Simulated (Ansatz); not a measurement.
Geometry optimisation, RKS PBE/def2-SVP (Ansatz).

Input:

```yaml
crystal:
  periodic: [false, false, false]
  atoms:
    - { symbol: C, position_ang: [0.5842, -0.0401, 1.8552] }
    - { symbol: C, position_ang: [0.977, -0.4513, 0.6624] }
    - { symbol: Cl, position_ang: [2.5011, -1.2728, 0.5897] }
    - { symbol: C, position_ang: [0.268, -0.2644, -0.6204] }
    - { symbol: C, position_ang: [-1.1649, -0.9784, -0.5624] }
    - { symbol: Al, position_ang: [0.0035, 1.6809, -1.125] }
    - { symbol: F, position_ang: [0.6226, 2.9521, -0.0055] }
    - { symbol: H, position_ang: [1.163, -0.1195, 2.7374] }
    - { symbol: H, position_ang: [-0.4089, 0.5429, 1.9654] }
    - { symbol: H, position_ang: [0.7687, -0.7342, -1.4269] }
    - { symbol: H, position_ang: [-1.9591, -0.2505, -0.83918] }
    - { symbol: H, position_ang: [-1.20409, -1.81039, -1.32772] }
    - { symbol: H, position_ang: [-1.36706, -1.44163, 0.45431] }
    - { symbol: H, position_ang: [-0.7604, 2.0738, -2.4648] }
basis:
  gaussian: { orbitals: def2-SVP }
hamiltonian:
  xc: pbe
relax:
  f_tol: 0.015
  max_steps: 40
```

Command:

```bash
$ ansatz run input.yaml --threads 2 --pin off --max-ram 3072MiB --backend cpu --events-out ev --progress --plain --runs-dir out
```

Where does it end, and by what steps?

The run converged. After 24 steps the energy has fallen by 1.027 eV; Cl3 moved furthest, 1.93 Å. Joined: Cl3–Al6 (4.23 → 2.59 Å).

```
step  energy less start (eV)  largest force component (eV/Å)  accepted
   0                  0.0000                           2.855       yes
   1                 -0.3925                           1.243       yes
   2                 -0.4741                           0.717       yes
   3                 -0.5103                           0.337       yes
   4                 -0.5341                           0.255       yes
   5                 -0.5526                           0.379       yes
   6                 -0.5794                           0.441       yes
   7                 -0.6042                           0.378       yes
   8                 -0.6268                           0.344       yes
   9                 -0.6556                           0.391       yes
  10                 -0.6827                           0.682       yes
  11                 -0.7296                           0.671       yes
  12                 -0.7657                           0.680       yes
  13                 -0.8184                           0.666       yes
  14                 -0.8666                           0.480       yes
  15                 -0.9159                           0.422       yes
  16                 -0.9685                           0.263       yes
  17                 -1.0052                           0.251       yes
  18                 -1.0192                           0.246       yes
  19                 -1.0244                           0.092       yes
  20                 -1.0253                           0.050       yes
  21                 -0.9590                           1.327        no
  22                 -1.0264                           0.033       yes
  23                 -1.0266                           0.021       yes
  24                 -1.0267                           0.014       yes
```

```xyz
14
Properties=species:S:1:pos:R:3
C 0.730 -0.727 1.833
C 0.873 -0.303 0.569
Cl 2.411 0.606 0.151
C -0.031 -0.266 -0.608
C -1.472 -0.689 -0.324
Al 0.457 1.581 -1.243
F -0.108 2.884 -0.330
H 1.490 -0.555 2.606
H -0.191 -1.263 2.109
H 0.420 -0.900 -1.411
H -2.084 -0.638 -1.247
H -1.541 -1.733 0.055
H -1.945 -0.027 0.429
H 1.014 1.917 -2.697
```

Run time: 70 s on 2 threads of Intel(R) Xeon(R) Platinum 8559C (Emerald Rapids) (shared host), peak memory 0.21 GiB.
